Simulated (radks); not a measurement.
Ir, 77 electrons, occupied as [Kr] 4d10 4f14 5s2 5p5 5d7 6s2 5f1 (not the ground configuration).

Method: Dirac Kohn-Sham, LDA (Slater exchange, Perdew-Zunger correlation), spin-unpolarised, spherical densities, point nucleus; open shells fill j = l - 1/2 first; computed with a radial shooting solver on a logarithmic mesh with Libxc functionals.

Energy parts (hartree):
total: -17845.9235
kinetic: 20338.9956
electron-nucleus: -44773.6920
Hartree: 6926.9851
exchange-correlation: -338.2122

Orbitals (lengths in bohr, moments of r in powers of bohr; <r^-3> diverges for s and p1/2; r(90%) holds 90 % of the orbital's charge):
orbital,occ.,eigenvalue (hartree),r(90%),<1/r>,<r^-3>,<r^2>,small-component weight
1s1/2,2,-2791.919,0.0318,92.19,-,0.0004198,8.50e-02
2s1/2,2,-488.4562,0.114,22.56,-,0.006365,1.94e-02
2p1/2,2,-468.0295,0.100,22.52,-,0.004519,1.95e-02
2p3/2,4,-408.2714,0.111,18.58,18740,0.005712,1.74e-02
3s1/2,2,-114.5646,0.280,8.279,-,0.04144,6.43e-03
3p1/2,2,-105.4010,0.271,8.195,-,0.03787,6.38e-03
3p3/2,4,-92.31941,0.293,7.171,4307,0.04436,5.79e-03
3d3/2,4,-76.97956,0.265,7.070,749.9,0.03415,5.68e-03
3d5/2,6,-74.15065,0.272,6.833,628.4,0.03592,5.51e-03
4s1/2,2,-24.76722,0.608,3.497,-,0.2026,2.16e-03
4p1/2,2,-20.90308,0.621,3.388,-,0.2075,2.07e-03
4p3/2,4,-17.79987,0.669,3.029,1023,0.2415,1.84e-03
4d3/2,4,-11.45674,0.706,2.823,158.3,0.2580,1.64e-03
4d5/2,6,-10.88064,0.723,2.739,129.7,0.2704,1.58e-03
4f5/2,6,-2.80091,0.860,2.337,25.81,0.3439,1.20e-03
4f7/2,8,-2.68584,0.872,2.304,24.56,0.3539,1.17e-03
5s1/2,2,-4.02206,1.39,1.403,-,1.063,5.30e-04
5p1/2,2,-2.79444,1.53,1.278,-,1.258,4.50e-04
5p3/2,3,-2.27856,1.67,1.150,167.3,1.501,3.84e-04
5d3/2,4,-0.64886,2.41,0.8393,14.72,2.871,2.11e-04
5d5/2,3,-0.59693,2.50,0.8083,11.68,3.087,1.98e-04
5f5/2,1,-0.01607,24.2,0.06370,0.0004441,329.2,8.74e-07
5f7/2,0,-0.01607,24.2,0.06370,0.0004439,329.2,8.74e-07
6s1/2,2,-0.49245,3.79,0.4905,-,7.627,7.73e-05

The highest occupied level is 5f5/2 at -0.437 eV. The density falls to 0.001 e/bohr^3 at r = 4.18 bohr.
